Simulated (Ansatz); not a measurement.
Ansatz (an electronic-structure program) input for TeCl2, SMILES Cl[Te]Cl, PBE/def2-SVPD. Geometry: PBE-D3(BJ)/def2-TZVP. The isomer is the one that the SMILES or the coordinates give; other isomers of the formula were not compared. The def2 effective core potentials stand for the cores of Te; spin–orbit coupling is left out.

Ansatz 0.2 input:
```yaml
crystal:
  periodic: [false, false, false]
  atoms:
    - {symbol: Te, position_ang: [0.00000000, 0.00000000, 0.59536964]}
    - {symbol: Cl, position_ang: [0.00000000, 1.80096992, -0.91056534]}
    - {symbol: Cl, position_ang: [0.00000000, -1.80096992, -0.91056534]}
basis:
  gaussian:
    orbitals: def2-SVPD
hamiltonian:
  xc: {name: PBE}
```

Program output:

```
WARN ansatz: RAYON_NUM_THREADS=1 ignored (pool sized by the plan → 1); use --threads N
Functional definition: PBE
integrals: 0.04 GiB planned
932 factors; their error is unknown
mean field: 0.22 GiB planned
mean field evaluation 1: about -32320.4415 eV, gradient 1.8e1 eV
mean field evaluation 2: about -32316.1452 eV, gradient 4.1e1 eV
mean field evaluation 4: about -32321.4555 eV, gradient 1.2e0 eV
mean field evaluation 8: about -32321.4421 eV, gradient 8.9e-3 eV
mean field -32321.44210699 eV, -1187.7910891717 hartree, gradient 2.9e-5 eV, S^2 0.000000; 0 other end points of the search recorded, 0 dependent functions left out
reference -32321.44215685 eV, -1187.7910910039 hartree; 29, 29 occupied and 60, 60 virtual orbitals, 932 factors
Total energy: -32321.44215685 eV, -1187.7910910039 hartree
```

The calculation finished and met its thresholds.
